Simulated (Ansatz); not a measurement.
# Molecular dynamics of BCl₃

Input:

```yaml
crystal:
  periodic: [false, false, false]
  atoms:
    - { symbol: B, position_ang: [0.0, -4.0e-06, -5.0e-06] }
    - { symbol: Cl, position_ang: [0.0, 1.0e-06, 1.741644] }
    - { symbol: Cl, position_ang: [1.508312, 1.0e-06, -0.870819] }
    - { symbol: Cl, position_ang: [-1.508312, 1.0e-06, -0.870819] }
basis:
  gaussian: { orbitals: def2-SVP }
hamiltonian:
  xc: pbe0
  dispersion: d4
md:
  timestep: 2.0
  n_steps: 100
  ensemble: nvt_nose_hoover
  temperature: 1500.0
  initial_velocities: maxwell_boltzmann
  seed: 976958
  nose_hoover: { tau: 300.0, chain_length: 3 }
```

Command:

```bash
$ ansatz run input.yaml --threads 1 --pin off --max-ram 2048MiB --backend cpu --events-out ev --progress --plain --runs-dir out
```

It starts from a relaxed structure.

Output, in part (step lines, the closing report, with atoms numbered from 0):

```
md step     0: t =     0.00 fs  T =  1500.0 K  F+E_penalty+E_count = -38222.32223693 eV  E_kin = 0.387780 eV  conserved = -38221.93445693 eV  (25 SCF iters)
[... lines left out ...]
Total energy: -38222.16589635 eV, -1404.6386887762 hartree
Atom 0 at     0.017056     0.040428    -0.012329 Å, force    -0.398158    -0.386133     0.624470 eV/Å
Atom 1 at    -0.010123    -0.003938     1.817178 Å, force     0.104252     0.136820    -1.950685 eV/Å
Atom 2 at     1.545311    -0.004163    -0.911398 Å, force    -0.875804     0.121271     0.631931 eV/Å
Atom 3 at    -1.540389    -0.004225    -0.902016 Å, force     1.169711     0.128042     0.694284 eV/Å
Dipole moment:     0.026702     0.013539    -0.047277 e Å
```

The steps, from the saved trajectory:

```
time (fs)  T (K)  potential energy less start (eV)  conserved less start (meV/atom)
      0.0   1500                             0.000                             0.00
      6.0   1150                             0.092                             0.36
     12.0    765                             0.192                             0.39
     18.0    502                             0.260                             0.38
     24.0    378                             0.293                             0.60
     30.0    637                             0.224                             0.16
     36.0    586                             0.239                             0.33
     42.0    424                             0.281                             0.52
     48.0    480                             0.267                             0.40
     54.0    598                             0.237                             0.49
     60.0    903                             0.159                             0.50
     66.0   1371                             0.038                             0.19
     72.0   1445                             0.021                             0.10
     78.0   1011                             0.136                             0.43
     84.0    575                             0.249                             0.31
     90.0    212                             0.345                             0.72
     96.0    444                             0.284                             0.31
    102.0    697                             0.219                             0.28
    108.0    738                             0.211                             0.40
    114.0    762                             0.206                             0.36
    120.0    718                             0.219                             0.47
    126.0    807                             0.198                             0.57
    132.0   1181                             0.103                             0.33
    138.0   1377                             0.055                             0.08
    144.0   1077                             0.137                             0.42
    150.0    737                             0.226                             0.19
    156.0    201                             0.368                             0.63
    162.0    177                             0.374                             0.64
    168.0    661                             0.248                             0.13
    174.0    818                             0.211                             0.46
    180.0    972                             0.174                             0.29
    186.0    934                             0.188                             0.38
    192.0    794                             0.228                             0.61
    198.0    965                             0.186                             0.53
```

All steps were run. The conserved energy stayed within 0.82 meV per atom of its start (net change 0.44 meV per atom), so the integration is sound. The mean temperature of the second half is 47 % below the set value. A run of 0.2 ps of so small a system gives no equilibrium averages.

The same pairs are bonded in the first frame and the last. Pairs count as bonded within 1.25 times the sum of covalent radii (0.12 Å more for H–H).

Last frame:

```xyz
4
Properties=species:S:1:pos:R:3
B 0.017 0.040 -0.012
Cl -0.010 -0.004 1.817
Cl 1.545 -0.004 -0.911
Cl -1.540 -0.004 -0.902
```

The run took 100 s on 1 thread of Intel(R) Xeon(R) 6975P-C (Granite Rapids) (shared host), peak memory 0.14 GiB.
